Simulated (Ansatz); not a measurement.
Molecule: CHS (charge 0, doublet). It need not be the lowest isomer of its formula. 
Geometry from a B3LYP-D3(BJ)/def2-TZVP (Ansatz, an electronic-structure program) optimisation:
SMILES: [C]S
```xyz
3

S     -0.0500    -0.0191    -0.4147
C     -0.0717    -0.0128     1.2269
H      1.2300     0.3820    -0.7268
```
Charge 0, spin multiplicity 2.

Basis-set convergence of Hartree-Fock and MP2 correlation energies (hartree) with Ansatz. Valence correlation only, unless marked. UHF or UKS for open shells. No spin-orbit coupling. No relativistic terms.

```
basis            functions       E(HF)  E(corr, MP2)
---------------  ---------  ----------  ------------
aug-cc-pV(D+d)Z         64  -435.86471      -0.23495
aug-cc-pV(T+d)Z        124  -435.88356      -0.29003
aug-cc-pV(Q+d)Z        215  -435.88887      -0.31004
```

Extrapolating the two largest sets (X = 3 and 4) as X^-3: E(corr) = (64·(-0.31004) - 27·(-0.29003))/37 = -0.3246 Eh, an estimate of the basis-set limit. The largest set recovers 95.5 % of it, the smallest 72.4 %.
